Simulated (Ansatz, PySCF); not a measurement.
Breaking a bond: SeH, doublet.

UHF/def2-SVP (Ansatz, a first-principles code); UKS-M06-2X/6-31G* = unrestricted M06-2X/6-31G*, spherical d in PySCF; UCCSD = CCSD on UHF/def2-SVP, cores with 3d frozen (Ansatz).

Total energies in hartree (comparable only within one method and basis):

| R / Å | UHF | UKS-M06-2X/6-31G* | UCCSD |
|---|---|---|---|
| 1.16 | -2400.04542 | -2401.75455 | -2400.16353 |
| 1.23 | -2400.07753 | -2401.78761 | -2400.19599 |
| 1.33 | -2400.10261 | -2401.81406 | -2400.22176 |
| 1.39 | -2400.10933 | -2401.82162 | -2400.22900 |
| 1.42 | -2400.11095 | -2401.82367 | -2400.23091 |
| 1.47 | -2400.11156 | -2401.82500 | -2400.23207 |
| 1.52 | -2400.11006 | -2401.82424 | -2400.23116 |
| 1.53 | -2400.10954 | -2401.82387 | -2400.23078 |
| 1.64 | -2400.10034 | -2401.81640 | -2400.22320 |
| 1.70 | -2400.09334 | -2401.81037 | -2400.21724 |
| 1.82 | -2400.07719 | -2401.79603 | -2400.20331 |
| 2.00 | -2400.05589 | -2401.77241 | -2400.18076 |
| 2.20 | -2400.04269 | -2401.74923 | -2400.15798 |
| 2.44 | -2400.03524 | -2401.73208 | -2400.13819 |
| 2.64 | -2400.03235 | -2401.72443 | -2400.12873 |
| 2.92 | -2400.03046 | -2401.71907 | -2400.12286 |
| 3.23 | -2400.02962 | — | -2400.12071 |
| 3.62 | -2400.02924 | — | -2400.11989 |
| 3.99 | -2400.02911 | — | -2400.11964 |
| 4.39 | -2400.02906 | — | -2400.11954 |
| 5.26 | -2400.02902 | — | -2400.11948 |

Dashes: no converged value, or the column stops at the first point that the program doubted or that broke a chosen test of continuity, which isn't proof of a fault.

The scan ran from 1.16 to 5.85 Å; beyond the distances shown full CI changes its symmetry label. The unrestricted determinant behind UHF, UCCSD is spin-contaminated at 2.00 to 5.26 Å (<S²> up to 1.8, against 0.75 for a pure doublet). The unrestricted determinant behind UKS-M06-2X/6-31G* is spin-contaminated at 2.20 to 3.23, 3.99 to 5.26 Å (<S²> up to 1.8, against 0.75 for a pure doublet).
